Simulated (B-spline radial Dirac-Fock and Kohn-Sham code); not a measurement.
## La²⁺ 4p1/2: cross section and angular parameters

System: La²⁺, configuration [Xe] 5d1; threshold 237.9 eV (orbital energy of the model). These are calculated numbers from a B-spline atomic structure program; the model is Dirac-Hartree-Slater photoionisation with a Latter tail; cross sections with all multipoles, angular parameters from the dipole term and its interference with E2.

```
hν (eV)  σ (kb)       β       γ       δ
    287     105  -0.084  -0.136   0.055
    300     104   0.096  -0.125   0.062
    406    92.6   0.896   0.161   0.050
    535    75.3   1.277   0.294   0.026
    800    48.5   1.549   0.220   0.007
    891    42.1   1.590   0.176   0.004
   1050    33.4   1.637   0.107   0.002
   1110    30.7   1.649   0.086   0.001
   1310    23.8   1.675   0.029   0.000
   1450    20.2   1.685   0.004  -0.001
 1486.9    19.3   1.686  -0.001  -0.001
   2050    11.1   1.690  -0.016  -0.001
   3470    3.95   1.638   0.176   0.001
   4000    2.92   1.614   0.272   0.003
   4320    2.47   1.600   0.331   0.005
   4470    2.30   1.593   0.358   0.005
   5250    1.60   1.559   0.500   0.010
   5800    1.27   1.536   0.596   0.014
 8047.8       ?       ?       ?       ?
 9251.7   0.407   1.410   1.112   0.041
  11700   0.221   1.336   1.400   0.064
  12000   0.207   1.327   1.432   0.067
  12400   0.190   1.316   1.473   0.071
  13100   0.164   1.298   1.541   0.078
```

Problem. Give the values at Cu Kα (8047.8 eV).

Solution. σ = 0.578 kb, β = 1.450, γ = 0.948, δ = 0.031.
